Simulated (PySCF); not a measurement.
H2S2, charge -1, doublet, at the geometry of the source list (a state made from the parent by changing its charge; the spin is typed, not shown lowest) (in this run its highest filled SCF level lies above zero, so its values depend strongly on the basis, on diffuse functions most of all). Base run: PySCF with HF/def2-SVPD.

PySCF was given this input:
```python
from pyscf import gto, scf, solvent

mol = gto.M(
    atom='''
S    -0.89730000    0.41930000    0.50790000
S     0.89160000    0.46690000   -0.47880000
H    -1.53250000   -0.44520000   -0.29410000
H     1.53830000   -0.44100000    0.26510000
''',
    basis='def2-svpd',
    charge=-1,
    spin=1,
    verbose=4,
)

mf = scf.UHF(mol)
mf.kernel()
```

Each row names what was changed in the base input (with any setting that the change needs).

| change | ΔE vs base (kcal/mol) |
|---|---|
| base | 0.000 |
| model = ddCOSMO; solvent = methanol | -48.05 |
| model = IEF-PCM; solvent = methanol; vdw_scale = 1.4 | -47.14 |
| model = IEF-PCM; solvent = chloroform | -39.60 |
| model = IEF-PCM; solvent = methanol; lebedev_order = 41 | -50.27 |
| model = IEF-PCM; solvent = methanol; vdw_scale = 1.0 | -49.90 |
| model = IEF-PCM; solvent = 2-propanol | -48.93 |
| model = IEF-PCM; solvent = methanol; r_probe = 0.5 | -45.89 |
| model = IEF-PCM; solvent = methanol | -50.20 |
| model = IEF-PCM; solvent = methanol; lebedev_order = 11 | -49.47 |
| model = IEF-PCM; solvent = methanol; vdw_scale = 1.1 | -50.94 |
| model = IEF-PCM; solvent = dichloromethane | -45.39 |

The base is the gas phase, so ΔE is the electrostatic part of solvation at a fixed geometry, without cavity and dispersion terms.

Open shells are given as the SCF converged; they aren't shown to be the lowest states, and a large step between rows can be another state.

The gas-phase anion may not be bound at this level, which the solvent then changes.
